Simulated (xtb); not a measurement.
BiI$_{2}$ (SMILES [I][Bi+][I]), charge +1, singlet, at a GFN2-xTB geometry (such geometries of metal compounds can be far from the true shape); xtb with GFN2-xTB.

xtb was given this input:
```
$ xtb mol.xyz --gfn 2 --chrg 1 --uhf 0 --json

# file mol.xyz
3

Bi     0.86767310     0.43113642     0.27718616
I     -1.00884033     1.16616633    -1.52475723
I     -0.34996849    -1.84134224     1.09067324
```

It wrote (shortened):

```
   ID    Z sym.   atoms
    1   83 Bi     1
    2   53 I      2, 3

           -------------------------------------------------
          |                Calculation Setup                |
           -------------------------------------------------

           -------------------------------------------------
          |                 G F N 2 - x T B                 |
           -------------------------------------------------

          ...................................................
          :                      SETUP                      :
          :.................................................:
          :  # basis functions                  24          :
          :  # atomic orbitals                  22          :
          :  # shells                            8          :
          :  # electrons                        18          :
          :  max. iterations                   250          :
          :  Hamiltonian                  GFN2-xTB          :
          :  restarted?                      false          :
          :  GBSA solvation                  false          :
          :  PC potential                    false          :
          :  electronic temp.          300.0000000     K    :
          :  accuracy                    1.0000000          :
          :  -> integral cutoff          0.2500000E+02      :
          :  -> integral neglect         0.1000000E-07      :
          :  -> SCF convergence          0.1000000E-05 Eh   :
          :  -> wf. convergence          0.1000000E-03 e    :
          :  Broyden damping             0.4000000          :
          :  net charge                          1          :
          :  unpaired electrons                  0          :
          ...................................................

 iter      E             dE          RMSdq      gap      omega  full diag
   1     -9.5574390 -0.955744E+01  0.195E+01    1.14       0.0  T
   2     -9.5579913 -0.552260E-03  0.125E+01    2.89       1.0  T
   3     -9.6063971 -0.484059E-01  0.895E+00    1.13       1.0  T
   4     -9.6537294 -0.473323E-01  0.261E+00    1.58       1.0  T
   5     -9.6540242 -0.294759E-03  0.141E+00    1.57       1.0  T
   6     -9.6543022 -0.278042E-03  0.806E-01    1.50       1.0  T
   7     -9.6545758 -0.273629E-03  0.238E-01    1.55       1.0  T
   8     -9.6545802 -0.441018E-05  0.915E-02    1.55       1.0  T
   9     -9.6545793  0.958924E-06  0.687E-02    1.54       1.0  T
  10     -9.6545808 -0.152707E-05  0.146E-02    1.55       4.0  T
  11     -9.6545810 -0.186265E-06  0.541E-03    1.54      10.7  T
  12     -9.6545810  0.810619E-09  0.338E-03    1.54      17.1  T
  13     -9.6545810 -0.162434E-08  0.120E-03    1.54      48.0  T
  14     -9.6545810 -0.306569E-09  0.278E-04    1.54     207.6  T
  15     -9.6545810 -0.157918E-11  0.657E-05    1.54     879.2  T

   *** convergence criteria satisfied after 15 iterations ***

         :::::::::::::::::::::::::::::::::::::::::::::::::::::
         ::                     SUMMARY                     ::
         :::::::::::::::::::::::::::::::::::::::::::::::::::::
         :: total energy              -9.640863939361 Eh    ::
         :: gradient norm              0.000146531026 Eh/a0 ::
         :: HOMO-LUMO gap              1.544324900100 eV    ::
         ::.................................................::
         :: SCC energy                -9.654580917207 Eh    ::
         :: -> isotropic ES            0.131061728424 Eh    ::
         :: -> anisotropic ES          0.014578469376 Eh    ::
         :: -> anisotropic XC         -0.008901381021 Eh    ::
         :: -> dispersion             -0.003405790995 Eh    ::
         :: repulsion energy           0.013716977845 Eh    ::
         :: add. restraining           0.000000000000 Eh    ::
         :: total charge               1.000000000000 e     ::
         :::::::::::::::::::::::::::::::::::::::::::::::::::::

           -------------------------------------------------
          |                Property Printout                |
           -------------------------------------------------

    * Orbital Energies and Occupations

         #    Occupation            Energy/Eh            Energy/eV
      -------------------------------------------------------------
         1        2.0000           -1.3198175             -35.9141
         2        2.0000           -0.9558066             -26.0088
         3        2.0000           -0.9397570             -25.5721
         4        2.0000           -0.6846691             -18.6308
         5        2.0000           -0.6690594             -18.2060
         6        2.0000           -0.6508504             -17.7105
         7        2.0000           -0.6271370             -17.0653
         8        2.0000           -0.6228235             -16.9479
         9        2.0000           -0.6197505             -16.8643 (HOMO)
        10                         -0.5629977             -15.3199 (LUMO)
        11                         -0.4051851             -11.0256
        12                         -0.3949589             -10.7474
        13                         -0.2170587              -5.9065
        14                         -0.2036778              -5.5424
        15                         -0.2026032              -5.5131
        16                         -0.1993908              -5.4257
        17                         -0.1958362              -5.3290
        18                         -0.1914590              -5.2099
        19                         -0.1840768              -5.0090
        20                         -0.1499146              -4.0794
       ...                                ...                  ...
        22                          0.3129897               8.5169
      -------------------------------------------------------------
                  HL-Gap            0.0567529 Eh            1.5443 eV
             Fermi-level           -0.5913508 Eh          -16.0915 eV

     #   Z          covCN         q      C6AA      α(0)
     1  83 Bi       1.771     0.919   464.122    42.394
     2  53 I        0.943     0.040   368.915    33.157
     3  53 I        0.943     0.040   368.915    33.157

 Mol. C6AA /au·bohr⁶  :       3585.204964
 Mol. C8AA /au·bohr⁸  :     384798.935242
 Mol. α(0) /au        :        108.707382

Wiberg/Mayer (AO) data.
largest (>0.10) Wiberg bond orders for each atom

 ---------------------------------------------------------------------------
     #   Z sym  total        # sym  WBO       # sym  WBO       # sym  WBO
 ---------------------------------------------------------------------------
     1  83 Bi   2.477 --     3 I    1.238     2 I    1.238
     2  53 I    1.384 --     1 Bi   1.238     3 I    0.146
     3  53 I    1.384 --     1 Bi   1.238     2 I    0.146
 ---------------------------------------------------------------------------

Topologies differ in total number of bonds
Writing topology from bond orders to xtbtopo.mol

molecular dipole:
                 x           y           z       tot (Debye)
 q only:        1.404       0.698       0.449
   full:        3.041       1.511       0.971       8.978
molecular quadrupole (traceless):
                xx          xy          yy          xz          yz          zz
 q only:        1.610       1.728      -0.403       1.434      -0.229      -1.207
  q+dip:        6.577       3.230      -4.303      -1.123       8.752      -2.275
   full:        5.978       2.789      -4.012      -1.286       8.323      -1.966

           -------------------------------------------------
          | TOTAL ENERGY               -9.640863939361 Eh   |
          | GRADIENT NORM               0.000146531026 Eh/α |
          | HOMO-LUMO GAP               1.544324900100 eV   |
           -------------------------------------------------

normal termination of xtb
```
